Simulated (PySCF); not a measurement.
# Computed records: B4H5, B3H6Si, CH2B2F, CH3BClSi

All values are calculated (PySCF 2.14.0). Calculation on a computer-drawn molecule: the log of a Hartree-Fock and frozen-core CCSD(T) single point meant for a local Hartree-Fock minimum, with one planted fault or none, to be diagnosed. Offsets are logged minus clean, where the clean run is the same molecule without the fault. The reference is restricted for singlets and unrestricted otherwise, and also for a bond in bohr or an excited solution. Adding or removing an electron swaps singlet and doublet. The excited solution moves the top pair (singlet) or top alpha electron (doublet) to the lowest empty orbital. Highest occupied and lowest empty are orbital energies over both spins, largest force is the largest gradient component, triples share is (T) over the correlation energy, the T1 limit is 0.02 restricted and 0.045 unrestricted, electrons count all cores, a negative frequency is imaginary (commonest isotopes), and the dipole is about the centre of nuclear charge.

Common to all runs: meant charge 1; meant multiplicity 1; logged SCF converged yes; logged CC converged yes; logged SCF stable within its kind yes; possible faults no fault, one electron removed, one electron added, multiplicity raised by two, geometry at a saddle point, SCF held on an excited solution, minimal basis STO-3G, one bond length entered in bohr, all coordinates scaled.

(1) 
```xyz
9
formula=B4H5 meant_basis=cc-pVDZ logged_electrons=24 logged_basis_functions=81 logged_spin_squared=0 logged_highest_occupied=-16.232 logged_lowest_empty=-6.7786 logged_largest_force=1.044e-05 logged_lowest_frequency=-380.86 logged_T1_diagnostic=0.014841 logged_D1_diagnostic=0.052407 logged_triples_share=0.02488 logged_dipole_magnitude=5.2747 logged_energy_HF=-101.21141 logged_energy_CCSD(T)=-101.55716 planted_fault=geometry_at_a_saddle_point HF_energy_offset_from_clean_run=24.44 CCSD(T)_energy_offset_from_clean_run=29.51
B     -1.8854     0.0000     0.0000
B     -0.1801     0.0000     0.0000
B      0.6564    -1.5839     0.0000
B      0.6564     1.5839     0.0000
H     -3.0660     0.0000     0.0000
H      1.8477    -1.5722     0.0000
H      0.0616    -2.6188     0.0000
H      1.8477     1.5722     0.0000
H      0.0616     2.6188     0.0000
```

Units: logged_highest_occupied, logged_lowest_empty in eV; logged_largest_force in hartree/bohr; logged_lowest_frequency in cm⁻¹; logged_dipole_magnitude in debye; logged_energy_HF, logged_energy_CCSD(T) in hartree; HF_energy_offset_from_clean_run, CCSD(T)_energy_offset_from_clean_run in kcal/mol.

Drawn bonds:
| atom | other atom | order |
| --- | --- | --- |
| 1 | 2 | 1 |
| 2 | 3 | 1 |
| 2 | 4 | 1 |
| 1 | 5 | 1 |
| 3 | 6 | 1 |
| 3 | 7 | 1 |
| 4 | 8 | 1 |
| 4 | 9 | 1 |

(2) 
```xyz
10
formula=B3H6Si meant_basis=cc-pV(D+d)Z logged_electrons=34 logged_basis_functions=95 logged_spin_squared=0 logged_highest_occupied=-15.542 logged_lowest_empty=-6.026 logged_largest_force=0.023371 logged_T1_diagnostic=0.021577 logged_D1_diagnostic=0.066974 logged_triples_share=0.030662 logged_dipole_magnitude=6.4844 logged_energy_HF=-366.08802 logged_energy_CCSD(T)=-366.47778 planted_fault=all_coordinates_scaled,by_+4.7_% HF_energy_offset_from_clean_run=9.399 CCSD(T)_energy_offset_from_clean_run=7.748
B     -0.4426    -2.4518     0.8403
B     -0.1598    -0.9592     0.0197
B     -0.6066     0.6211     0.6326
Si     0.8321    -0.9864    -1.9392
H     -0.6323    -3.5324     1.4046
H     -1.7237     1.1007     0.3345
H      0.2193     1.2706     1.3128
H     -0.0700    -1.8519    -2.8456
H      0.9400     0.4700    -2.4241
H      2.2105    -1.6363    -1.6896
```

Units: logged_highest_occupied, logged_lowest_empty in eV; logged_largest_force in hartree/bohr; logged_dipole_magnitude in debye; logged_energy_HF, logged_energy_CCSD(T) in hartree; HF_energy_offset_from_clean_run, CCSD(T)_energy_offset_from_clean_run in kcal/mol.

Drawn bonds:
| atom | other atom | order |
| --- | --- | --- |
| 1 | 2 | 1 |
| 2 | 3 | 1 |
| 2 | 4 | 1 |
| 1 | 5 | 1 |
| 3 | 6 | 1 |
| 3 | 7 | 1 |
| 4 | 8 | 1 |
| 4 | 9 | 1 |
| 4 | 10 | 1 |

Notes: T1 above single-reference limit.

(3) 
```xyz
6
formula=CH2B2F meant_basis=cc-pVDZ logged_electrons=26 logged_basis_functions=66 logged_spin_squared=0 logged_highest_occupied=-16.973 logged_lowest_empty=-4.1365 logged_largest_force=0.034956 logged_T1_diagnostic=0.015807 logged_D1_diagnostic=0.040403 logged_triples_share=0.029395 logged_dipole_magnitude=3.5014 logged_energy_HF=-187.56976 logged_energy_CCSD(T)=-188.04454 planted_fault=all_coordinates_scaled,by_-2.7_% HF_energy_offset_from_clean_run=3.361 CCSD(T)_energy_offset_from_clean_run=6.015
B      0.1206    -1.1094    -0.5942
C      0.3203     0.2482    -0.7105
B     -0.6856     1.2047    -0.7385
F     -1.5522     2.0434    -0.7639
H     -0.0358    -2.2349    -0.4982
H      1.3209     0.6017    -0.7853
```

Units: logged_highest_occupied, logged_lowest_empty in eV; logged_largest_force in hartree/bohr; logged_dipole_magnitude in debye; logged_energy_HF, logged_energy_CCSD(T) in hartree; HF_energy_offset_from_clean_run, CCSD(T)_energy_offset_from_clean_run in kcal/mol.

Drawn bonds:
| atom | other atom | order |
| --- | --- | --- |
| 1 | 2 | 1 |
| 2 | 3 | 2 |
| 3 | 4 | 1 |
| 1 | 5 | 1 |
| 2 | 6 | 1 |

(4) 
```xyz
7
formula=CH3BClSi meant_basis=cc-pV(D+d)Z logged_electrons=43 logged_basis_functions=89 logged_spin_squared=0.7556 logged_highest_occupied=-23.144 logged_lowest_empty=-13.199 logged_largest_force=0.088438 logged_T1_diagnostic=0.022321 logged_D1_diagnostic=0.11063 logged_triples_share=0.029977 logged_dipole_magnitude=11.733 logged_energy_HF=-811.95617 logged_energy_CCSD(T)=-812.38332 planted_fault=one_electron_removed HF_energy_offset_from_clean_run=329.7 CCSD(T)_energy_offset_from_clean_run=357.1
B     -0.6845     0.1128    -1.7574
C     -0.1362    -0.7812    -0.8121
Si     0.7771    -2.1925    -1.2606
Cl     1.5297    -3.4216     0.0888
H     -1.1318     0.8435    -2.5580
H     -0.2968    -0.5708     0.2458
H      1.0405    -2.5513    -2.6478
```

Units: logged_highest_occupied, logged_lowest_empty in eV; logged_largest_force in hartree/bohr; logged_dipole_magnitude in debye; logged_energy_HF, logged_energy_CCSD(T) in hartree; HF_energy_offset_from_clean_run, CCSD(T)_energy_offset_from_clean_run in kcal/mol.

Drawn bonds:
| atom | other atom | order |
| --- | --- | --- |
| 1 | 2 | 1 |
| 2 | 3 | 2 |
| 3 | 4 | 1 |
| 1 | 5 | 1 |
| 2 | 6 | 1 |
| 3 | 7 | 1 |
